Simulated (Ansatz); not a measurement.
Cost and result for the atomization energy of AlH$_{6}$NOSi, SMILES `N[SiH2][AlH][OH]` (10 atoms, 9 bonds).

Z-matrix (Å, degrees):
```
Si
Al 1 2.475
N 1 1.738 2 116.7
H 1 1.494 2 109.7 3 -121.7
H 1 1.494 2 109.7 3 121.2
O 2 1.704 1 118.7 3 -1.0
H 2 1.587 1 127.0 3 179.0
H 3 1.008 1 119.0 2 71.6
H 3 1.008 1 119.2 2 -68.4
H 6 0.956 2 122.2 1 -0.1
```

Total charge 0; spin multiplicity 1. The structure was optimised at the PBE0-D4/def2-TZVP level. It is one conformer, not always the lowest. Program: Ansatz. All runs use 2 threads of an Arm Neoverse V1 on a shared host. Times are those of one run each, without the atoms' runs, and a repeat can differ threefold. Electronic energies, without spin–orbit coupling; frozen cores. CCSD(T)/CBS adds CCSD(T) − MP2 in def2-TZVPP to the MP2 limit, and its time is that of the two runs behind it. T1 = 0.013. HSE06 is the plane-wave form, built on full-range PBE exchange.

CCSD(T)/CBS is a level of theory with its own doubt, some kJ/mol a heavy atom from the limit and from the frozen cores, so smaller differences don't rank the functionals.

```csv
level,functions,wall time,atomization (kcal/mol),difference from CCSD(T)/CBS,per bond
LDA (SPW92)/def2-TZVPP,230,1.8 s,864.3,93.9,10.4
BLYP-D4/def2-TZVPP,230,2.9 s,764.7,-5.7,-0.6
CCSD(T)/def2-SVP,94,3.9 s,704.3,-66.1,-7.3
BHLYP-D4/def2-TZVPP,230,4 s,745.3,-25.1,-2.8
HSE06-D4/def2-TZVPP,230,4.6 s,756.6,-13.8,-1.5
CAM-B3LYP-D4/def2-TZVPP,230,4.7 s,770.5,0.1,0.0
r2SCANh-D4/def2-TZVPP,230,7.5 s,759.4,-11.0,-1.2
B2PLYP/def2-TZVPP,230,7.5 s,757.1,-13.3,-1.5
PBE-QIDH/def2-TZVPP,230,7.5 s,752.6,-17.8,-2.0
B97M-V/def2-TZVPP,230,13 s,770.2,-0.2,0.0
MP2/def2-QZVPP,434,26 s,767.0,-3.4,-0.4
CCSD(T)/def2-TZVPP,230,120 s,745.2,-25.2,-2.8
CCSD(T)/CBS(def2),–,2.4 min,770.4,0.0,0.0
```

The D4 term adds +6.7 kcal/mol with B3LYP and +3.5 kcal/mol with PBE0; it sums over pairs of atoms, weighted by their polarisabilities, and B3LYP, whose exchange is more repulsive, gets the larger term. At CCSD(T), def2-SVP lies −66.0 kcal/mol from the extrapolated value and def2-TZVPP −25.2 kcal/mol: correlation converges slowly with the basis, and small sets miss more of it in the bonded molecule than in its fragments. From PBE to PBE0 (25 % exact exchange), in def2-TZVPP and without D4, the atomization energy moves by −12.4 kcal/mol: exact exchange takes away binding that semilocal exchange gives to molecules.

B3LYP here is the variant with VWN-RPA as its local correlation; programs differ in this.
